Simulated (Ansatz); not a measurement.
Two isomers of C2H7AlSSi: A = `C[C]1([SiH3])[AlH][S]1`, B = `[AlH2][C@H]1C[Si@@H]1S`.

Computed with Ansatz on PBE0-D4/def2-TZVP structures; ΔE is electronic, products minus reactants. CCSD(T)/CBS is the MP2 limit (def2-TZVPP, def2-QZVPP) plus CCSD(T) − MP2 in def2-TZVPP, frozen cores. DFT in def2-TZVPP. B3LYP here is the variant with VWN-RPA as its local correlation; programs differ in this. One conformer a species, not always the lowest.

Q: Which isomer does CCSD(T)/CBS put lower? Give the gap. (An estimate is asked.)

A: The calculation gave: A, by 27.6 kJ/mol.

Q: Give E(B) − E(A) in kJ/mol with HF/def2-TZVPP, B3LYP, MP2/def2-TZVPP, ωB97M-V, B3LYP-D4, CCSD(T)/def2-TZVPP, B2PLYP. (An estimate is asked.)

A: The calculation gave: HF/def2-TZVPP 25.6, B3LYP 21.9, MP2/def2-TZVPP 27.8, ωB97M-V 20.6, B3LYP-D4 26.3, CCSD(T)/def2-TZVPP 25.9, B2PLYP 25.8. None reverses the order clearly.

Largest T1 diagnostic: 0.013.

The D4 term adds +4.4 kJ/mol with B3LYP and +2.1 kJ/mol with PBE0; it sums over pairs of atoms, weighted by their polarisabilities, and B3LYP, whose exchange is more repulsive, gets the larger term.
